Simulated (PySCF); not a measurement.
# Nitrogen: a sound run and one with changed settings

Sound run: N²⁺ [He] 2s2 2p1, N³⁺ [He] 2s2. Calculation: PySCF 2.14, in cc-pVTZ-DK; the spin-free X2C one-electron Hamiltonian (Gaussian nucleus). In the sound run the correlated levels freeze 1s2. The sound run starts from symmetry-adapted Hartree-Fock orbitals and uses a fine grid where one is needed.

Changed run: basis STO-3G, all-electron and non-relativistic. This setting is unsound on purpose.

```tsv
species	method	sound run (hartree)	changed run (hartree)	converged
N²⁺	UHF	-52.84711	-52.12682	yes
N²⁺	M06-2X	-52.99193	-52.26729	yes
N²⁺	M06-L	-52.99115	-52.23903	yes
N²⁺	MP2	-52.90345	-52.14900	yes
N²⁺	CCSD(T)	-52.93117	-52.16878	yes
N³⁺	UHF	-51.11054	-50.37155	yes
N³⁺	M06-2X	-51.24418	-50.49308	yes
N³⁺	M06-L	-51.22311	-50.45235	yes
N³⁺	MP2	-51.16014	-50.40619	yes
N³⁺	CCSD(T)	-51.19565	-50.43540	yes
```

Ionisation energy of N²⁺:

```json
{"method": "UHF", "sound run (eV)": "47.255", "changed run (eV)": "47.763"}
{"method": "M06-2X", "sound run (eV)": "47.559", "changed run (eV)": "48.279"}
{"method": "M06-L", "sound run (eV)": "48.111", "changed run (eV)": "48.618"}
{"method": "MP2", "sound run (eV)": "47.438", "changed run (eV)": "47.424"}
{"method": "SCS-MP2", "sound run (eV)": "47.389", "changed run (eV)": "47.357"}
{"method": "CCSD", "sound run (eV)": "47.198", "changed run (eV)": "47.168"}
{"method": "CCSD(T)", "sound run (eV)": "47.226", "changed run (eV)": "47.168"}
```

A minimal basis cannot let orbitals breathe on ionisation and holds almost no correlation. The Hamiltonian changed with the basis, so the totals do not compare.

For comparison, NIST gives 47.445 eV between the lowest levels.
